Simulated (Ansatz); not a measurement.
In(CF3)(F)2 (CF₅In), SMILES [C](F)(F)(F)[In]([F])[F]. Atoms are numbered in the order given.

```xyz
7

In    -0.0270     0.1568     0.6082
C      0.0379    -0.4246    -1.5240
F     -0.8989     0.2115    -2.2353
F     -0.1551    -1.7417    -1.6674
F      1.2336    -0.1229    -2.0505
F     -0.9981     1.6987     1.3030
F      0.9009    -0.8015     2.0308
```
Charge 0, spin multiplicity 1.

The structure is a stationary point at r2SCAN-D4/def2-SVP. The structure was generated by enumeration; whether it is a known compound was not checked. The def2 effective core potentials stand for the cores of In; spin–orbit coupling is left out.

Two levels are set side by side: PBE-D3(BJ)/def2-SVP (Ansatz, a program for electronic structure) and r2SCAN-D4/def2-SVP (Ansatz). Each level has its own optimised geometry; the coordinates shown are those of the second. Differences are taken from unrounded values.

| quantity | r2SCAN-D4 |
|---|---|
| mean bond length (Å) | 1.688 |
| bond In1–C2 (Å) | 2.211 |
| bond In1–F6 (Å) | 1.950 |
| bond In1–F7 (Å) | 1.950 |
| bond C2–F3 (Å) | 1.337 |
| bond C2–F4 (Å) | 1.339 |
| bond C2–F5 (Å) | 1.341 |

### Question
What does PBE-D3(BJ) give, and how far is it from r2SCAN-D4? (The exact figures need the calculation; the answer reports its results.)

### Answer

| quantity | PBE-D3(BJ) | PBE-D3(BJ) minus r2SCAN-D4 |
|---|---|---|
| mean bond length (Å) | 1.702 | 0.014 |
| bond In1–C2 (Å) | 2.231 | 0.020 |
| bond In1–F6 (Å) | 1.971 | 0.020 |
| bond In1–F7 (Å) | 1.970 | 0.020 |
| bond C2–F3 (Å) | 1.345 | 0.008 |
| bond C2–F4 (Å) | 1.347 | 0.008 |
| bond C2–F5 (Å) | 1.348 | 0.007 |

Here PBE gives about what the other level gives.
